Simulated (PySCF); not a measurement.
A GIAO shielding run with PySCF 2.14 (density fitting, non-relativistic, gas phase) on `F[B-]([NH3+])(F)F`, BF₃H₃N:

```
$ OMP_NUM_THREADS=1 python probes_run.py task.json out

{"job": {"kind": "nmr", "xc": "PBE0", "basis": "pcSseg-2"}, "charge": 0, "multiplicity": 1}
N      0.785094    -0.256781    -0.156573
B     -0.781269     0.254036     0.144467
F     -1.555500    -0.553883    -0.642552
F     -0.781111     1.569462    -0.231455
F     -0.945494     0.053775     1.487858
H      0.917897    -1.201020     0.192419
H      1.443723     0.360366     0.308212
H      0.972244    -0.245149    -1.154207
```

Hardware: 1 thread of an Arm Neoverse V1, shared host. The job also computes population analyses, field gradients.

Task: How large is the calculation?

Result: 42 electrons, 222 basis functions and 590 auxiliary functions.

Task: How long does it take, and how much memory does it need?

Result: 16 s of wall time, with 12 SCF cycles and 4 response iterations; peak memory 1.1 GiB. Times on a shared host scatter by some tens of per cent.
